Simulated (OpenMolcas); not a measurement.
A calculation on S III.

* Program: OpenMolcas
* Method: CASSCF
* Basis: ANO-RCC-VTZP [5s4p2d1f]
* Scalar Hamiltonian: DKH2, point nucleus
* Active space: 4 electrons in 4 orbitals (3s 3p)
* State averaging: 2S+1 = 3 even, 6 roots; 2S+1 = 1 even, 12 roots kept (CI in the orbitals of an earlier block); 2S+1 = 5 odd, 1 root; 2S+1 = 3 odd, 9 roots kept (CI in the orbitals of an earlier block); 2S+1 = 1 odd, 8 roots kept (CI in the orbitals of an earlier block)
* Spin-orbit coupling: state interaction with AMFI integrals over the reference wave functions, term energies averaged over their components

Which level of the active space comes out lowest?

3s² 3p² ³P₀, with 100 % of that term; it is also the measured ground level.

How high does 3s 3p³ ³P°₁ lie?

107949 cm⁻¹ above the lowest level; measured 98766 cm⁻¹ above the ground level, so the calculation is off by +9 %.

How high does 3s² 3p² ¹S₀ lie?

25949 cm⁻¹ above the lowest level; measured 27161 cm⁻¹ above the ground level, so the calculation is off by -4 %.

How high does 3s 3p³ ³P°₂ lie?

107959 cm⁻¹ above the lowest level; measured 98745 cm⁻¹ above the ground level, so the calculation is off by +9 %.

Measured values: NIST levels in Podobedova, Kelleher and Wiese, J. Phys. Chem. Ref. Data 38, 171 (2009).

Terms from blocks run as CI alone lack orbitals of their own. Terms of s pⁿ other than that of highest spin mix with s² pⁿ⁻² d, which this space lacks; all of them can be thousands of cm-1 off, and some have no real level of that name. Computed and measured levels are paired by configuration, term and J; levels that our copy of the source lacks, or whose pairing is in doubt (as where it misses far off the trend of its configuration), stay unpaired and out of the deviations. Only configurations of the active space appear.

° marks odd parity.
